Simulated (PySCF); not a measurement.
**Pd⁺: excitation energy**

Pd⁺ [Kr] 4d9 (2D) → Pd⁺ [Kr] 4d8 5p1 (high-spin determinant), as a difference of total energies. All numbers are calculated (PySCF 2.14, the spin-free X2C one-electron Hamiltonian (Gaussian nucleus), in x2c-TZVPPall (8s6p6d2f1g, 79 functions)). Correlated levels: valence and next inner shell: [Ar] 3d10 frozen. The calculations carry no spin-orbit coupling.

| method | excitation energy (eV) |
| --- | --- |
| UHF | 7.376 |
| MP2 (valence and next inner shell) | 8.825 |
| SCS-MP2 (valence and next inner shell) | 8.735 |
| CCSD (valence and next inner shell) | 8.414 |
| CCSD(T) (valence and next inner shell) | 8.450 |

**Question.** How much does correlation contribute at CCSD(T) (valence and next inner shell)?

**Answer.** 8.450 − (7.376) = 1.074 eV, measured against UHF.

The basis was made for the ground configuration and has no added diffuse functions, so the excitation energy can come out too high.

The determinant of the upper state mixes LS terms, which raises its energy above the lowest term, most at the Hartree-Fock and MP2 levels.
